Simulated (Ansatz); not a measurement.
`[GeH3][Br]` + `CNBF` → `C[N]([GeH3])BF` + HBr at 700 K and 1 bar (ligand exchange at a Ge–Br bond).

Program: Ansatz. Geometries: PBE0-D4/def2-TZVP. ΔE: electronic, gas phase. CCSD(T)/CBS adds triple-zeta CCSD(T) − MP2 to the extrapolated MP2 energy (def2 sets, frozen cores). This one scheme is used for every species. For Br, Ge outer-core shells are correlated without core-valence functions, which leaves a few kJ/mol of doubt a bond. Scalar relativity is left out up to krypton. One conformer a species, not always the lowest.

```json
{"species": "`[GeH3][Br]`", "CCSD(T)/CBS energy (Eh)": "-4651.26096", "H − E (kJ/mol)": "104.1", "S (J/(mol·K))": "334.4"}
{"species": "`CNBF`", "CCSD(T)/CBS energy (Eh)": "-220.44549", "H − E (kJ/mol)": "244.2", "S (J/(mol·K))": "376.6"}
{"species": "`C[N]([GeH3])BF`", "CCSD(T)/CBS energy (Eh)": "-2297.75856", "H − E (kJ/mol)": "305.4", "S (J/(mol·K))": "488.9"}
{"species": "HBr", "CCSD(T)/CBS energy (Eh)": "-2573.91920", "H − E (kJ/mol)": "36.5", "S (J/(mol·K))": "223.7"}
```

H − E and S are ideal-gas, rigid-rotor, harmonic terms from PBE0-D4/def2-TZVP, for one conformer and one mirror image of each species. 1 Eh = 2625.50 kJ/mol, R = 8.31446 J/(mol·K).

Question: By hand: ΔE, ΔH, ΔS and ΔG.

Answer: ΔE = (-2297.75856) + (-2573.91920) − (-4651.26096) − (-220.44549) = 0.02869 Eh = 75.3 kJ/mol. Δ(H − E) = 305.4 + 36.5 − 104.1 − 244.2 = -6.4, so ΔH = 68.9 kJ/mol. ΔS = 488.9 + 223.7 − 334.4 − 376.6 = 1.6 J/(mol·K). ΔG = 68.9 − 700 × (1.6)/1000 = 67.8 kJ/mol.

Question: By hand: the equilibrium constant, and the temperature at which ΔG would vanish if ΔH and ΔS stayed fixed.

Answer: log₁₀ K = −ΔG/(RT ln 10) = -5.1. ΔG = 0 at ΔH/ΔS = 43062 K, far beyond where these terms or the molecules hold.

The number of gas molecules stays the same, so ΔS is small and ΔH decides. A doubt of 5 kJ/mol in ΔE shifts log₁₀ K by 0.4 here. Other conformers and mirror images would add mixing entropy, several J/(mol·K) or more a flexible species. Modes under 60 cm⁻¹, often nearly free rotors, make the harmonic entropy too high. These are equilibria of isolated gas molecules and say nothing of rates. Largest T1 diagnostic: 0.012 (customary marks: 0.02 for closed shells, 0.045 for open ones).
